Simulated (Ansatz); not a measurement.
The same path of BF3H3N + FH (10 atoms, charge 0, multiplicity 1) was run twice with different band settings.

Level of theory: RKS B3LYP-D4/def2-SVP in Ansatz.

Relaxed end points:

```xyz
10
Properties=species:S:1:pos:R:3
B 0.085 -0.984 0.239
N -0.873 0.274 -0.248
F 0.570 -1.542 -0.907
F -0.701 -1.795 1.001
H 1.580 1.015 0.275
F 1.101 -0.359 1.000
H -0.260 1.067 -0.503
F 1.435 1.757 -0.300
H -1.434 -0.001 -1.058
H -1.503 0.568 0.502
```

```xyz
10
Properties=species:S:1:pos:R:3
B 0.102 -0.996 0.182
N -0.833 0.251 -0.372
F -0.209 -2.079 -0.582
F -0.186 -1.110 1.510
H 1.566 1.025 0.323
F 1.426 -0.551 -0.040
H -0.386 1.141 -0.096
F 1.208 1.898 0.433
H -0.917 0.223 -1.391
H -1.770 0.198 0.034
```

Common settings: movable images 9; climbing image yes; optimiser quadratic models (default); start path through a guess of the saddle point; force threshold 0.05 eV/Å; iteration limit 60; end points relaxed.

| run | spring |
| --- | --- |
| 1 | 5.0 eV/Å² |
| 2 | 0.1 eV/Å² |

Task: What does each run give, and how far can it be trusted?

Result: Run 1: converged after 10 iterations, highest image 0.026 eV above the first end. A vibrational analysis at the climbing image gives no mode beyond 40i cm⁻¹: the surface is too flat there to confirm a saddle point.
Run 2: converged after 10 iterations, highest image 0.025 eV above the first end. Another band between the same ends (9 images) ends at a top of the same energy, where a vibrational analysis finds no clearly imaginary modes.
